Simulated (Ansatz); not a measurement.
**How basis sets differ on C3H7NSi (SMILES C=C1[SiH2]N1C)**

C3H7NSi: 12 atoms, total charge 0, spin state singlet. As SMILES, `C=C1[SiH2]N1C`. Geometry: relaxed at PBE0-D4/def2-TZVP.

Quantity: the HOMO–LUMO gap, in eV. The values are calculated.

| level | kind | program | value (eV) | CPU time |
| --- | --- | --- | --- | --- |
| HF/STO-3G | Hartree–Fock | Ansatz | 14.86 | 1.4 s |
| HF/3-21G | Hartree–Fock | Ansatz | 11.23 | 2.3 s |
| HF/def2-SVP | Hartree–Fock | Ansatz | 11.39 | 8.9 s |
| HF/def2-TZVP | Hartree–Fock | Ansatz | 10.55 | 44 s |

The values span 10.55 to 14.86 eV. A Hartree–Fock LUMO above zero doesn't converge with the basis: it sinks as sets grow more diffuse. Orbital gaps aren't excitation energies. CPU times are rough (shared hosts, several kinds of processor): they show what a rung costs within a factor of a few.
